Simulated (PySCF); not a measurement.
Predicted microwave data (PySCF 2.14.0, PBE0-D3(BJ)/def2-SVP geometry optimisation, gas phase) for one isomer of C8H7Cl:

* Rotational constants: A = 5165, B = 575.2, C = 517.5 MHz
* Dipole components: |μa| = 1.52 D, |μb| = 0.28 D, |μc| = 0.00 D
* Inertial defect: 0.00 u·Å²
* κ: -0.98

Question: Which candidate fits, each taken in the one conformer that was computed?
A. `[Cl:1]/[CH:2]=[CH:3]/[c:4]1[cH:5][cH:6][cH:7][cH:8][cH:9]1` with C2–C3–C4–C5 0°
B. `[CH2:1]=[CH:2][c:3]1[cH:4][cH:5][c:6]([Cl:7])[cH:8][cH:9]1` with C1–C2–C3–C4 180°
C. `[Cl:1][C:2]1=[CH:3]/[CH:4]=[CH:5]\[CH:6]=[CH:7]/[CH:8]=[CH:9]\1` with C2–C3–C4–C5 -55°, C4–C5–C6–C7 55°, C6–C7–C8–C9 -55°, Cl1–C2–C9–C8 -127°
D. `[CH2:1]=[CH:2][c:3]1[cH:4][cH:5][cH:6][c:7]([Cl:8])[cH:9]1` with C1–C2–C3–C4 180°

Answer: A. It is Cl/C=C/c1ccccc1, a near-prolate asymmetric top, point group Cs. The candidates at the same level (rigid rotor, commonest isotopes):

```json
{"SMILES": "Cl/C=C/c1ccccc1", "A (MHz)": "5165", "B (MHz)": "575.2", "C (MHz)": "517.5", "μa (D)": "1.52", "μb (D)": "0.28", "μc (D)": "0.00", "Δ (u·Å²)": "0.00", "point group": "Cs", "rotor": "near-prolate asymmetric top"}
{"SMILES": "ClC1=C/C=C\\C=C/C=C\\1", "A (MHz)": "2496", "B (MHz)": "1043", "C (MHz)": "823.7", "μa (D)": "1.68", "μb (D)": "0.01", "μc (D)": "0.34", "Δ (u·Å²)": "-73.49", "point group": "C1", "rotor": "asymmetric top"}
{"SMILES": "C=Cc1cccc(Cl)c1", "A (MHz)": "2318", "B (MHz)": "959.6", "C (MHz)": "678.7", "μa (D)": "1.30", "μb (D)": "0.86", "μc (D)": "0.00", "Δ (u·Å²)": "0.00", "point group": "Cs", "rotor": "asymmetric top"}
{"SMILES": "C=Cc1ccc(Cl)cc1", "A (MHz)": "5018", "B (MHz)": "690.3", "C (MHz)": "606.8", "μa (D)": "1.44", "μb (D)": "0.12", "μc (D)": "0.00", "Δ (u·Å²)": "0.00", "point group": "Cs", "rotor": "near-prolate asymmetric top"}
```

`ClC1=C/C=C\C=C/C=C\1` has B 81 % too high; `C=Cc1cccc(Cl)c1` has B 67 % too high; `C=Cc1ccc(Cl)cc1` has B 20 % too high. In the right answer the mirror of this Cs structure is the ab plane, so μc vanishes by symmetry. No structure here is proved a minimum.
